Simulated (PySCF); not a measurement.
**Shapes and spin states of IrCl₂**

Method: PySCF, PBE0, basis Ir def2-SVP with ECP60, Cl def2-SVP (scalar-relativistic core potentials, no spin–orbit coupling, density fitting).

Relaxations began from a few typed shapes and spin states; open shells are unrestricted. The search is not exhaustive: other isomers or separated fragments can lie lower, and high-lying points may rest on an excited occupation.

Task: Which is the lowest minimum found?
A. broken-symmetry Ms = 1/2 (⟨S²⟩ 1.61) D∞h: Ir–Cl 2.195 Å (×2); Cl–Ir–Cl 180.0°
B. quartet D∞h: Ir–Cl 2.212 Å (×2); Cl–Ir–Cl 180.0°

Result: B. The others lie at 56.9 (broken-symmetry Ms = 1/2 D∞h) kJ/mol above it.

Formally Ir is in oxidation state +2, d7, with 3 unpaired electrons (the high-spin count). The Mulliken spin on Ir is 2.42. The polar-tensor charge on Ir, 0.87, is far below the formal one.

For the lowest minimum: other spin states or occupations of the open shell can lie lower. With an element this heavy the missing spin–orbit coupling can shift these numbers.

The electron or spin density has lower symmetry than the nuclear frame for the broken-symmetry Ms = 1/2 (⟨S²⟩ 1.61) D∞h at 56.9 kJ/mol.
